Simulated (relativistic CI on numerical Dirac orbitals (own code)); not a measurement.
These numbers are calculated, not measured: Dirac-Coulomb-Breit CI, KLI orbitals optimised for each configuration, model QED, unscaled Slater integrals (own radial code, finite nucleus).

Configuration list (outside the closed core [Kr] 4d10): 5s2 5p2, 5s2 5p 4f, 5s 5p3, 5s2 5p 5d, 5p4, 5s 5p2 5d, 5s2 4f 5d, 5s 5p2 4f, 5s 5p 4f2, 5s2 5p 5f, 5p3 4f, 5s2 4f 6s, 5s2 5p 5g, 5s2 5p 6s, 5s 5p2 5f, 5s2 5p 6p, 5p3 5d, 5s 5p2 5g, 5s 5p 5d2, 5p2 4f 5d, 5s2 4f 5g, 5p3 6s, 5s2 5p 6d, 5s 5p2 6s, 5s2 5d 5f, 5s2 4f2, 5s 4f2 5d, 5s 4f3, 5s2 5d2, 5s 5d3, 5s 4f 5d2, 5p2 4f2, 5p 4f3, 5p 4f2 5d, 5p 4f2 5f, 5p2 5d2, 5p 4f 5d2, 5p 5d3, 5p 5d2 5f, 5s 5p 4f 5d, 5s 4f 5d 5f, 5s2 4f 5f, 5s 4f2 5f, 5s2 5f2, 5s 5d 5f2, 5s 4f 5f2, 5s2 5d 6s, 5s 5d2 6s, 5s 4f 5d 6s, 5s 5p 4f 6s, 5s 4f2 6s, 5p 4f 5d 6s, 5p 4f2 6s, 5s 4f 5f 6s, 5s2 5g2, 5s 5d 5g2, 5s 4f 5g2, 5s2 6s2, 5s 5d 6s2, 5s 4f 6s2. Double excitations out of closed p, d and f shells are left out; levels of such configurations are missing from the list, as are those of other unlisted configurations, and high levels can miss mixing partners. These lack a partner that the ground configuration has and come out too high: 5s 5p2 5f, 5s 5p2 5g, 5s2 5p 5g, 5s2 5p 6s, 5s2 5p 6p.

At this charge configurations can still be misplaced by up to about 7 % of their energy. Levels and lines within the n = 5 or 6 shells can be off by up to 10 % or somewhat more, and those that change n by about 2 %, since core polarisation is missing. Levels that differ in their count of f electrons can be misplaced by several ten thousand cm⁻¹, since the correlation energy of f electrons is missing or only estimated; rates across such gaps can be off by orders of magnitude.

Outline of the computed level scheme of La VIII. Lowest level of each configuration: 5s2 5p2 3P_0 at 0.0000 eV; 5s2 5p 4f 3G_3 at 14.7657 eV; 5s 5p3 5S°_2 at 16.0504 eV; 5s2 5p 5d 3F°_2 at 28.2561 eV; 5s 5p2 4f 5G°_3 at 28.7741 eV.

Some strong electric-dipole decays among the lowest 45 levels: 5s 5p3 3S°_1 → 5s2 5p2 3P_2 (2.0e+10 s⁻¹); 5s 5p2 4f 5D°_1 → 5s2 5p2 3P_0 (1.6e+10 s⁻¹); 5s 5p2 4f 3D°_2 → 5s2 5p2 3P_1 (1.4e+10 s⁻¹); 5s 5p3 1P°_1 → 5s2 5p2 3P_1 (1.1e+10 s⁻¹); 5s 5p3 1P°_1 → 5s2 5p2 1D_2 (1.1e+10 s⁻¹); 5s 5p3 3S°_1 → 5s2 5p2 3P_1 (7.8e+09 s⁻¹); 5s 5p2 4f 5F°_1 → 5s2 5p2 3P_0 (7.1e+09 s⁻¹); 5s 5p3 3S°_1 → 5s2 5p2 3P_0 (4.9e+09 s⁻¹).

LS names give the leading component of a level, which can be under half, so a name can repeat, a term be missing and a line seem to break the LS rules.
